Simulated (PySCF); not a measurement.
**Spin-rotation constants: `O[SiH2]O/C=C\Cl`, C$_{2}$H$_{5}$ClO$_{2}$Si**

Cartesian coordinates in Å; atom numbers follow the order of the lines, from 1:
```xyz
11

O    -1.5891    1.2071    0.1757
Si   -1.3843   -0.3489   -0.2388
O     0.0571   -0.4578   -0.9881
C     1.3233   -0.1895   -0.6871
C     1.8620    0.0668    0.4983
Cl    0.9617    0.1041    1.9597
H    -2.3641    1.5057    0.6394
H    -2.2330   -0.7265   -1.3578
H    -1.5102   -1.2287    0.9168
H     1.9704   -0.1995   -1.5587
H     2.9117    0.2699    0.6146
```

Computed with GIAO PBE/pcSseg-1 magnetisability, rotational g tensor and spin-rotation constants, non-relativistic, gas phase (PySCF 2.14.0). Geometry: GFN2-xTB.

Give the nuclear spin-rotation constants along the inertial axes (H = +C I·J) beside the isotropic shieldings.

Rotational constants 3.5212, 1.7932, 1.3570 GHz. A star marks the isotopologue with that one atom substituted, in its own axes.
| atom | isotope | Caa (kHz) | Cbb (kHz) | Ccc (kHz) | mean (kHz) | σ (ppm) |
| --- | --- | --- | --- | --- | --- | --- |
| Cl6 | 35Cl | 1.157 | 0.248 | 0.258 | 0.554 | 776.4 |
| H7 | 1H | -0.402 | -0.019 | -0.169 | -0.196 | 30.5 |
| H8 | 1H | 0.120 | -0.118 | -0.116 | -0.038 | 26.4 |
| H9 | 1H | -0.236 | -0.076 | 0.009 | -0.101 | 25.5 |
| H10 | 1H | -0.361 | 0.143 | -0.116 | -0.111 | 25.0 |
| H11 | 1H | 0.172 | -0.163 | -0.127 | -0.039 | 26.3 |
| O1 | 17O* | -0.276 | -0.131 | -0.139 | -0.182 | 292.9 |
| Si2 | 29Si* | -2.144 | -1.069 | -0.835 | -1.349 | 369.5 |
| O3 | 17O* | -0.796 | -0.371 | -0.082 | -0.416 | 195.4 |
| C4 | 13C* | 1.218 | 0.754 | 0.340 | 0.771 | 37.5 |
| C5 | 13C* | 1.129 | 0.553 | 0.295 | 0.659 | 75.5 |

For the geometry as given, no vibrational averaging.

How do the rotational constants and the g tensor change when H7, H8, H9, H10, H11 are replaced by deuterium?

Constants 3.1520, 1.6475, 1.2480 GHz; g -0.0364, -0.0188, -0.0091, against -0.0393, -0.0211, -0.0099 before.
